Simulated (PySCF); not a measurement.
# ECD: `N#C[Si@H]([SiH3])[Si@H](O)[SiH3]`, CH₉NOSi₄

Geometry:
| atom | x (Å) | y (Å) | z (Å) |
| --- | --- | --- | --- |
| N1 | -0.899 | -3.058 | -1.209 |
| C2 | -0.175 | -2.183 | -1.048 |
| Si3 | 0.981 | -0.742 | -0.753 |
| Si4 | 2.193 | -1.204 | 1.177 |
| Si5 | -0.402 | 1.127 | -0.784 |
| O6 | 0.609 | 2.109 | 0.064 |
| Si7 | -2.499 | 1.013 | 0.197 |
| H8 | 1.830 | -0.858 | -1.960 |
| H9 | 3.089 | -2.357 | 1.047 |
| H10 | 3.024 | -0.052 | 1.536 |
| H11 | 1.302 | -1.473 | 2.311 |
| H12 | -0.508 | 1.711 | -2.141 |
| H13 | 0.417 | 3.026 | 0.235 |
| H14 | -2.407 | 0.950 | 1.661 |
| H15 | -3.352 | 2.177 | -0.084 |
| H16 | -3.210 | -0.177 | -0.262 |

Method used: TDDFT LC-wPBE/aug-cc-pVDZ circular dichroism and optical rotation, one conformer, gas phase in PySCF. Geometry: GFN2-xTB.

The molecule is flexible and this is one conformer; a measurement averages over conformers.

What are the CIP labels of the stereocentres?

Si3 R, Si5 R.

List the lowest 12 singlet excitations with oscillator and rotatory strengths.

Rotatory strengths R in 10⁻⁴⁰ esu² cm², velocity form and length form (origin at the centre of mass); f in length form.
| state | E (eV) | λ (nm) | f | R (velocity) | R (length) | main |
| --- | --- | --- | --- | --- | --- | --- |
| 1 | 5.92 | 210 | 0.088 | +109.2 | +106.4 | HOMO→LUMO 0.66, HOMO→LUMO+1 0.08 |
| 2 | 6.43 | 193 | 0.100 | -106.5 | -104.8 | HOMO−1→LUMO 0.55, HOMO−2→LUMO 0.08 |
| 3 | 6.54 | 190 | 0.059 | -2.6 | -2.5 | HOMO→LUMO+1 0.29, HOMO→LUMO+4 0.17 |
| 4 | 7.11 | 174 | 0.087 | -49.7 | -48.7 | HOMO−1→LUMO+1 0.21, HOMO−1→LUMO+4 0.10 |
| 5 | 7.29 | 170 | 0.009 | -29.1 | -29.0 | mixed |
| 6 | 7.36 | 168 | 0.168 | +35.2 | +34.4 | HOMO−2→LUMO 0.16 |
| 7 | 7.49 | 166 | 0.063 | +19.0 | +18.5 | HOMO−2→LUMO 0.23, HOMO−2→LUMO+1 0.11 |
| 8 | 7.60 | 163 | 0.023 | -4.1 | -3.6 | mixed |
| 9 | 7.72 | 161 | 0.026 | -16.5 | -15.6 | HOMO→LUMO+4 0.18, HOMO→LUMO+5 0.11 |
| 10 | 7.86 | 158 | 0.051 | +12.2 | +12.3 | HOMO→LUMO+2 0.20, HOMO→LUMO+1 0.18 |
| 11 | 7.92 | 157 | 0.038 | +35.3 | +35.3 | HOMO→LUMO+3 0.11, HOMO−2→LUMO+4 0.11 |
| 12 | 8.05 | 154 | 0.111 | +101.2 | +99.3 | mixed |

Among the states computed, the strongest CD band (largest |R|) is state 1. The largest dissymmetry factor in size, g = 4R/(D+G), with D and G the electric and magnetic dipole strengths, is -0.033 for state 5 (velocity form, f = 0.010), among bands with |R| over 0.5. The mirror image has the same energies and oscillator strengths and all R with the opposite sign.
